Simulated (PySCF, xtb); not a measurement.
H2IrO2, SMILES [OH][Ir][OH] (connectivity only; charge and spin as stated), neutral, multiplicity 4. One conformer was computed; it need not be the lowest.

Harmonic wavenumbers (cm⁻¹) from GFN2-xTB run with xtb at its own minimum, in rising order: 94, 153, 178, 333, 430, 532, 539, 3696, 3704.

What does PBE-D3(BJ)/def2-TZVP in PySCF 2.14.0 give at its own minimum? (Estimate from the structure and the level; the computed values follow.)

124, 150, 258, 594, 644, 675, 693, 3701, 3703. Paired by order, the mean absolute difference is 99 cm⁻¹ and the zero-point energies are 13.8 and 15.1 kcal/mol.
